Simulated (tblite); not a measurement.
Ge30H18 (flake germanene) at step 0 of a GFN2-xTB optimisation (tblite, gas phase), coordinates in Å:

```
  1 Ge    6.0389    1.1589   -0.3416
  2 Ge    4.0195    2.3246    0.3331
  3 Ge    2.0165    1.1584   -0.3390
  4 Ge    2.0106   -1.1573    0.3338
  5 Ge    4.0217   -2.3242   -0.3366
  6 Ge    6.0307   -1.1622    0.3374
  7 Ge  -10.0566    1.1624   -0.3433
  8 Ge  -12.0647    2.3247    0.3415
  9 Ge  -14.0767    1.1586   -0.3404
 10 Ge  -14.0822   -1.1625    0.3416
 11 Ge  -12.0702   -2.3242   -0.3421
 12 Ge  -10.0592   -1.1637    0.3400
 13 Ge   -2.0147    1.1614   -0.3350
 14 Ge   -4.0205    2.3214    0.3373
 15 Ge   -6.0362    1.1658   -0.3398
 16 Ge   -6.0359   -1.1611    0.3463
 17 Ge   -4.0223   -2.3211   -0.3391
 18 Ge   -2.0124   -1.1651    0.3390
 19 Ge   -0.0006    2.3238    0.3425
 20 Ge    0.0028   -2.3221   -0.3373
 21 Ge   10.0544    1.1645   -0.3385
 22 Ge    8.0445    2.3235    0.3398
 23 Ge    8.0488   -2.3184   -0.3334
 24 Ge   10.0525   -1.1660    0.3385
 25 Ge   14.0799    1.1633   -0.3391
 26 Ge   12.0620    2.3211    0.3425
 27 Ge   12.0688   -2.3207   -0.3407
 28 Ge   14.0788   -1.1611    0.3412
 29 Ge   -8.0448    2.3224    0.3380
 30 Ge   -8.0443   -2.3226   -0.3366
 31 H     4.0263    3.7910   -0.0910
 32 H     4.0208   -3.7901    0.0901
 33 H   -12.0691    3.7905   -0.0918
 34 H   -15.3489    1.8936    0.0936
 35 H   -15.3498   -1.8941   -0.0932
 36 H   -12.0676   -3.7892    0.0870
 37 H    -4.0235    3.7905   -0.0940
 38 H    -4.0218   -3.7889    0.0873
 39 H     0.0011    3.7865   -0.0900
 40 H    -0.0048   -3.7880    0.0911
 41 H     8.0453    3.7881   -0.0861
 42 H     8.0513   -3.7970    0.0936
 43 H    15.3559    1.8959    0.0863
 44 H    12.0707    3.7899   -0.0917
 45 H    12.0644   -3.7897    0.0923
 46 H    15.3491   -1.8943   -0.0933
 47 H    -8.0430    3.7905   -0.0905
 48 H    -8.0457   -3.7888    0.0922
```

The gap is small, so a closed-shell solution may not be the true ground state; the numbers describe that solution.

Q: What are the forces on the atoms (eV/Å)?

A: 
```
  1 Ge   -0.06    0.46   -0.95
  2 Ge    0.11   -0.83    1.05
  3 Ge   -0.09    0.51   -0.99
  4 Ge    0.03   -0.49    1.00
  5 Ge    0.00    0.80   -1.05
  6 Ge    0.01   -0.43    0.97
  7 Ge    0.10    0.38   -1.03
  8 Ge   -0.46   -0.76    1.08
  9 Ge    0.63   -0.16   -1.02
 10 Ge    0.68    0.19    1.04
 11 Ge   -0.45    0.78   -1.08
 12 Ge    0.10   -0.38    1.03
 13 Ge    0.06    0.41   -0.96
 14 Ge   -0.07   -0.74    1.03
 15 Ge    0.03    0.37   -0.94
 16 Ge    0.03   -0.39    0.93
 17 Ge   -0.05    0.79   -1.03
 18 Ge    0.02   -0.41    0.96
 19 Ge    0.03   -0.86    1.02
 20 Ge   -0.04    0.80   -1.04
 21 Ge   -0.12    0.34   -1.05
 22 Ge    0.07   -0.83    1.05
 23 Ge   -0.01    0.65   -1.02
 24 Ge   -0.01   -0.32    1.06
 25 Ge   -0.66   -0.19   -1.02
 26 Ge    0.50   -0.71    1.08
 27 Ge    0.42    0.71   -1.08
 28 Ge   -0.63    0.21    1.04
 29 Ge   -0.09   -0.78    1.03
 30 Ge   -0.07    0.81   -1.02
 31 H    -0.01    0.41   -0.47
 32 H     0.00   -0.40    0.46
 33 H     0.04    0.38   -0.44
 34 H    -0.34    0.16    0.38
 35 H    -0.38   -0.18   -0.40
 36 H     0.04   -0.40    0.44
 37 H     0.01    0.36   -0.45
 38 H     0.01   -0.39    0.46
 39 H     0.00    0.42   -0.47
 40 H     0.01   -0.40    0.46
 41 H     0.00    0.41   -0.47
 42 H     0.00   -0.27    0.42
 43 H     0.34    0.16    0.38
 44 H    -0.05    0.34   -0.43
 45 H    -0.04   -0.34    0.43
 46 H     0.35   -0.17   -0.39
 47 H     0.00    0.37   -0.45
 48 H     0.00   -0.39    0.46
```
